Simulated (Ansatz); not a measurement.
Ansatz (a program for electronic structure) input:
A basis named .json is the Basis Set Exchange file of that set.

Ansatz 0.2 input:
```yaml
crystal:
  periodic: [false, false, false]
  atoms:
    - {symbol: N, position_ang: [2.22155712, 0.91867855, -0.00107614]}
    - {symbol: Si, position_ang: [1.09844646, -0.35755396, -0.23165566]}
    - {symbol: N, position_ang: [-0.38694259, 0.01131538, 0.56484415]}
    - {symbol: Si, position_ang: [-2.01289111, -0.12396072, -0.00832193]}
    - {symbol: H, position_ang: [2.04934507, 1.85380526, -0.33411920]}
    - {symbol: H, position_ang: [3.20586502, 0.72767890, 0.09221136]}
    - {symbol: H, position_ang: [1.79701423, -1.54967349, 0.30869653]}
    - {symbol: H, position_ang: [0.69329111, -0.63023716, -1.63279987]}
    - {symbol: H, position_ang: [-0.28876240, 0.28671781, 1.53408582]}
    - {symbol: H, position_ang: [-1.99488311, -0.05044995, -1.48543773]}
    - {symbol: H, position_ang: [-2.82553333, 0.98689117, 0.54537593]}
    - {symbol: H, position_ang: [-2.67641339, -1.39348475, 0.38529750]}
basis:
  gaussian:
    orbitals: aug-cc-pV_T+d_Z.json
    fitting: {mean_field: def2-universal-jkfit, correlation: aug-cc-pVTZ-RIFIT.json}
magnetization: {spin_polarized: true, initial_magnetization: 2}
correlation: {method: mp2, electrons: outside_noble_gas}
```

Q: Predict the final energy.

A: -692.05446 Eh (RI-MP2/aug-cc-pV(T+d)Z). The basis has 386 functions.

This state (charge 0, triplet) is run at the relaxed geometry of the species with charge 0 and multiplicity 1, and is a spin state other than that species' own.
